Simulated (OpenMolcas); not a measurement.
## Ir³⁺: effect of the active space

```json
{
 "Program": "OpenMolcas 26.06",
 "Method": "MS-CASPT2 or its RAS form, IPEA 0.25 Eh, imaginary shift 0.1 Eh",
 "Basis": "ANO-RCC-VDZP",
 "Scalar Hamiltonian": "DKH2, point nucleus",
 "Spin-orbit coupling": "state interaction with AMFI integrals over the reference wave functions, term energies averaged over their components"
}
```

A. 6 electrons in 5 orbitals (5d); 2S+1 = 5 even, 5 roots; 2S+1 = 3 even, 45 roots; 2S+1 = 1 even, 50 roots; closed shells correlated: 5s 5p; CASPT2 step about 10 core-seconds
B. 6 electrons in 9 orbitals (RAS2 5d 6s; RAS3 6p, at most 2 electrons); 2S+1 = 5 even, 35 roots (30 in the spin-orbit step); 2S+1 = 7 even, 1 root kept (CI in the orbitals of an earlier block); 2S+1 = 3 even, 87 roots kept (CI in the orbitals of an earlier block); 2S+1 = 1 even, 85 roots kept (CI in the orbitals of an earlier block); 2S+1 = 5 odd, 75 roots (12 in the spin-orbit step); 2S+1 = 7 odd, 3 roots kept (CI in the orbitals of an earlier block); 2S+1 = 3 odd, 82 roots kept (CI in the orbitals of an earlier block, 0 in the spin-orbit step); 2S+1 = 1 odd, 90 roots kept (CI in the orbitals of an earlier block, 0 in the spin-orbit step); closed shells correlated: 5s 5p; CASPT2 step about 4 core-minutes

Energies in eV above 5d⁶ ⁵D₄.

```
            Level       A       B
          5d⁶ ⁵D₄  0.0000  0.0000
          5d⁶ ⁵D₃   0.813   0.852
          5d⁶ ⁵D₁   1.183   1.220
   5d⁶ ⁵D₀ [74 %]   1.201   1.242
          5d⁶ ³H₆   2.589   2.664
5d⁶ ³F₃(1) [50 %]   2.952   2.941
5d⁶ ³F₂(1) [71 %]   3.042   3.027
   5d⁶ ³D₁ [67 %]   3.790   3.705
   5d⁶ ³G₄ [63 %]   3.877   3.901
   5d⁶ ³D₂ [68 %]   3.899   3.841
   5d⁶ ³D₃ [72 %]   4.160   4.090
   5d⁶ ³G₃ [57 %]   4.289   4.307
          5d⁶ ¹I₆   4.517   4.665
5d⁶ ³P₁(1) [68 %]   4.649   4.714
       5d⁶ ³P₀(2)   4.751   4.807
   5d⁶ ¹F₃ [62 %]   4.985   4.922
5d⁶ ¹G₄(1) [55 %]   5.211   5.229
5d⁶ ¹D₂(1) [53 %]   5.345   5.330
       5d⁶ ³P₁(2)   5.887   5.869
       5d⁶ ³F₄(2)   6.392   6.371
       5d⁶ ³F₂(2)   6.475   6.394
5d⁶ ³P₂(2) [66 %]   7.221   7.245
5d⁶ ¹G₄(2) [74 %]   7.423   7.457
```

The spin-orbit steps hold different terms of 5d⁶ (B lacks a ¹S), which shifts levels as well.

Between A and B the level of the table that moves most is 5d⁶ ¹I₆, by 1200 cm-1 (lowest in A, highest in B). Moves below CASPT2's spread within the term are not significant.

CASPT2 does not keep the components of a term degenerate, so their means are used; among the terms shown or strongly mixed into the levels shown the widest spread is 1100 cm-1 (5d⁶ ¹I, A). The basis is small and was not contracted for so high a charge. The CASPT2 spread within a term exceeds the gap to the next term for 5d⁶ ³H and 5d⁶ ³P(1), 5d⁶ ³D and 5d⁶ ¹I, 5d⁶ ¹I and 5d⁶ ¹G(1), so the order of their levels is uncertain (holds for A). Blocks of more than 70 roots (2S+1 = 3 even, 1 even) ran without multistate coupling (holds for B). Some high roots are left out of the spin-orbit mixing, which shifts the levels that they would mix with (holds for B). Terms from blocks run as CI alone lack orbitals of their own (holds for B). Only configurations of the active space appear. The table leaves out levels that lie high or whose names do not pair safely across all columns.

A share in square brackets marks a mixed level and gives the weight of the term that names it, the lowest over the columns. A number in round brackets counts repeated terms of one configuration in the order of the reference energies.
